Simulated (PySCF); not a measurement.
Species: C4H12NPSi2.
SMILES: `[SiH3]N([SiH3])P1CC=CC1`

The closed-shell ground state was solved at several levels (PySCF, density fitting, gas phase, non-relativistic). One conformer (not necessarily the lowest) at the PBE0-D3(BJ)/def2-SVP geometry, without solvent, vibrations or thermal averaging.

| level | basis functions | total energy (Eh) | HOMO (eV) | LUMO (eV) | gap (eV) | dipole (D) |
| --- | --- | --- | --- | --- | --- | --- |
| wB97X-D/pcSseg-1 | 217 | -1134.6107 | -8.77 | 1.90 | 10.67 | 1.47 |
| wB97X-D/def2-SVPD | 268 | -1134.2448 | -8.70 | 1.79 | 10.49 | 1.64 |

Question: What might PBE0/pcSseg-1 (217 basis functions) give for the same quantities?

Answer: Total energy -1134.0613 Eh, HOMO -6.93 eV, LUMO 0.08 eV, gap 7.01 eV, dipole 1.50 D.

Question: Over all these levels, which gives the widest orbital gap and which the narrowest?

Answer: wB97X-D/pcSseg-1 (range-separated hybrid) has the widest, 10.67 eV, and PBE0/pcSseg-1 (global hybrid, 25 % exact exchange) the narrowest, 7.01 eV. The two share the basis. From the narrowest to the widest the HOMO moves by -1.84 eV and the LUMO by +1.82 eV.

Question: How far do the dipole and the HOMO energy spread over the levels?

Answer: The dipole runs from 1.47 to 1.64 D (mean 1.53 D) and the HOMO from -8.77 to -6.93 eV.

The pairwise dispersion term of wB97X-D wasn't added to the energies; at a given geometry it leaves orbitals and properties as they are.
